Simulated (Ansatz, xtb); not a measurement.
# CH7F3OSi3: which of two isomers lies lower

Structure X is `O[Si@@H]([SiH3])[SiH2]C(F)(F)F`, a singlet and structure Y is `O[Si@@H]([SiH2][SiH3])C(F)(F)F`, a singlet. Both are isolated molecules in the gas phase, relaxed with PBE-D3(BJ)/def2-SVP, each in the lowest conformer that the search found.

Task: Estimate E(Y) − E(X) at the level CCSD(T)/def2-SVP + ΔMP2/def2-TZVPP.

Result: Calculated at CCSD(T)/def2-SVP + ΔMP2/def2-TZVPP: E(Y) − E(X) = −17.8 kJ/mol, so structure Y lies lower.

Level by level:

| level | geometry | E(Y) − E(X) (kJ/mol) | departure from the last row (kJ/mol) | job, with rough time for the two |
| --- | --- | --- | --- | --- |
| PBE-D3(BJ)/def2-SVP | PBE-D3(BJ)/def2-SVP | −17.2 | +0.6 | optimisation, 2.1 min |
| HF/def2-SVP | PBE-D3(BJ)/def2-SVP | −19.5 | −1.7 | part of the CCSD(T) run |
| MP2/def2-SVP | PBE-D3(BJ)/def2-SVP | −22.0 | −4.2 | part of the CCSD(T) run |
| CCSD(T)/def2-SVP | PBE-D3(BJ)/def2-SVP | −20.4 | −2.7 | single point |
| CCSD(T)/def2-SVP + ΔMP2/def2-TZVPP | PBE-D3(BJ)/def2-SVP | −17.8 |  | single point, 5.4 min |

As drawn, both hold the same kinds of bond in the same numbers.

The levels shown agree on the order. The largest departure from CCSD(T)/def2-SVP + ΔMP2/def2-TZVPP is that of MP2/def2-SVP, 4.2 kJ/mol. Levels run at GFN2-xTB geometries aren't shown. The last row adds to CCSD(T) the change of the MP2 difference between the two basis sets, here +2.7 kJ/mol.

With thermal terms from frequencies at re-optimised GFN2-xTB minima (ideal gas, soft modes damped towards free rotors, one conformer each, 298.15 K, 1 atm): the zero-point term adds 0.0 kJ/mol; ΔH is −17.8 and ΔG −18.7 kJ/mol.

The correlated steps freeze 20 core orbitals. Programs: Ansatz 0.2.0, xtb 6.7.1; the last row on 2 threads of Arm Neoverse V1 on a shared host.
